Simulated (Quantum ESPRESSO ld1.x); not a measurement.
Species: Ti2+. Configuration: [Ne] 3s2 3p5.5 3d2.5 (fractional occupations, a model configuration).

All-electron calculation, Dirac Kohn-Sham, OLYP, spin-unpolarised, spherical densities, point nucleus; open shells fill j = l - 1/2 first. Program: ld1.x of Quantum ESPRESSO 7.5.

Energy parts (eV):
total: -23198.4
kinetic: 23426.1
electron-nucleus: -54852.0
Hartree: 9368.4
exchange-correlation: -1140.9

Orbitals (lengths in bohr, moments of r in powers of bohr; <r^-3> diverges for s and p1/2):
| orbital | occ. | eigenvalue (eV) | <r^-3> |
|---|---|---|---|
| 1s1/2 | 2 | -4886.37 | - |
| 2s1/2 | 2 | -555.221 | - |
| 2p1/2 | 2 | -466.572 | - |
| 2p3/2 | 4 | -460.785 | 260.7 |
| 3s1/2 | 2 | -79.5929 | - |
| 3p1/2 | 2 | -56.1239 | - |
| 3p3/2 | 3.5 | -55.4630 | 29.98 |
| 3d3/2 | 2.5 | -20.2682 | 2.227 |
| 3d5/2 | 0 | -20.2148 | 2.203 |
| 4s1/2 | 0 | -17.2454 | - |
| 4p1/2 | 0 | -13.0090 | - |
| 4p3/2 | 0 | -12.9482 | 2.777 |

The highest occupied level is 3d3/2 at -20.268 eV. Summed over all electrons, <r^2> = 17.05 bohr^2, which gives a Langevin (diamagnetic) susceptibility term of -13.5 x 10^-6 cm^3/mol.
